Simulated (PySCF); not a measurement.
FH₄NO₂Si, SMILES N[Si](O)(O)F.

The structure is a stationary point at B3LYP-D3(BJ)/def2-SVP. The structure was generated by enumeration, and PubChem lists no compound with its InChIKey, so it may never have been made. One conformer was computed; it need not be the lowest.

Level of theory: PySCF with TDDFT-ωB97X/def2-SVPD.

Vertical excitations. Isolated molecule, no solvent.

```
state  energy (eV)  λ (nm)      f                                                               main pairs
-----  -----------  ------  -----  -----------------------------------------------------------------------
S1            7.44     167  0.066                                         HOMO→LUMO 75 %, HOMO→LUMO+2 18 %
S2            8.63     144  0.004                                       HOMO−1→LUMO 65 %, HOMO→LUMO+2 10 %
S3            8.99     138  0.075                   HOMO−2→LUMO 44 %, HOMO−1→LUMO+1 19 %, HOMO→LUMO+2 12 %
S4            9.17     135  0.001                                       HOMO→LUMO+4 70 %, HOMO→LUMO+7 12 %
S5            9.18     135  0.029    HOMO→LUMO+2 42 %, HOMO−2→LUMO 14 %, HOMO→LUMO 10 %, HOMO−1→LUMO+1 6 %
S6            9.62     129  0.007                                       HOMO→LUMO+3 62 %, HOMO→LUMO+8 16 %
S7            9.78     127  0.069  HOMO−3→LUMO 44 %, HOMO→LUMO+1 12 %, HOMO−4→LUMO 11 %, HOMO−3→LUMO+1 9 %
S8            9.88     126  0.100                                       HOMO−4→LUMO 52 %, HOMO−3→LUMO 11 %
S9            9.95     125  0.030                                        HOMO→LUMO+1 60 %, HOMO−3→LUMO 9 %
S10          10.53     118  0.015                  HOMO−1→LUMO+1 46 %, HOMO−2→LUMO 21 %, HOMO−2→LUMO+1 8 %
T1            7.17     173      0                                         HOMO→LUMO 68 %, HOMO→LUMO+2 21 %
T2            8.33     149      0                                     HOMO−1→LUMO 60 %, HOMO−2→LUMO+1 11 %
T3            8.62     144      0                    HOMO−2→LUMO 46 %, HOMO−1→LUMO+1 23 %, HOMO→LUMO+1 7 %
T4            8.96     138      0                                                         HOMO→LUMO+4 70 %
```
Triplets are in the Tamm–Dancoff approximation, which puts them higher than full response would, so one can lie above its singlet here.
